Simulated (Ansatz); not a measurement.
The first iterations of a band of BCl₂H₅OSi (10 atoms, charge 0, multiplicity 1).

Level of theory: RKS PBE0-D4/def2-SVP (Ansatz 0.2.0).

- movable images: 7
- climbing image: yes
- spring: 5.0 eV/Å²
- optimiser: quadratic models (default)
- start path: through a guess of the saddle point
- force threshold: 0.05 eV/Å
- iteration limit: 60
- end points: relaxed

First end point:

```xyz
10
Properties=species:S:1:pos:R:3
B 0.093 -0.099 0.170
H 0.661 0.470 1.069
Cl 1.203 -0.655 -1.186
Cl -1.423 0.744 -0.405
O -0.417 -1.498 0.761
Si -0.527 -2.943 -0.239
H 0.803 -3.583 -0.290
H -1.468 -3.745 0.594
H -1.134 -2.622 -1.549
H -1.145 -1.350 1.383
```

Last end point:

```xyz
10
Properties=species:S:1:pos:R:3
B 0.203 -0.429 -0.712
H -0.668 -0.211 2.245
Cl 1.555 0.683 -0.808
Cl -1.444 0.210 -0.841
O 0.417 -1.734 -0.549
Si -0.646 -3.046 -0.409
H 0.216 -4.241 -0.228
H -1.526 -2.845 0.774
H -1.451 -3.160 -1.656
H -0.012 -0.508 2.490
```

| iteration | highest image above the first end (eV) | largest band force component (eV/Å) |
| --- | --- | --- |
| 1 | 3.110 | 6.364 |
| 2 | 1.962 | 3.961 |
| 3 | 1.239 | 2.205 |
| 4 | 1.163 | 3.461 |
| 5 | 1.083 | 1.022 |
| 6 | 0.808 | 1.143 |
| 7 | 0.648 | 0.941 |
| 8 | 0.648 | 1.249 |

Question: Does the band converge within its limit, and where does its top end?

Answer: The run converged. It ended after 26 iterations with the highest image 1.116 eV above the first end. The profile has 2 maxima (images 2, 5) with wells between them (image 3): this band takes more than one step, which may be the mechanism or a detour left from its start path. Neighbouring images differ by up to 1.5 eV, so the band resolves the path poorly. A vibrational analysis at the climbing image gives one clearly imaginary mode, 1410i cm⁻¹: a first-order saddle point. The orbitals stay closed-shell, which can raise the energy where a bond breaks towards radicals; this wasn't checked here.

Time of the run: 9.3 min on 2 threads of Arm Neoverse V1, on a shared host, peak memory 0.26 GiB.
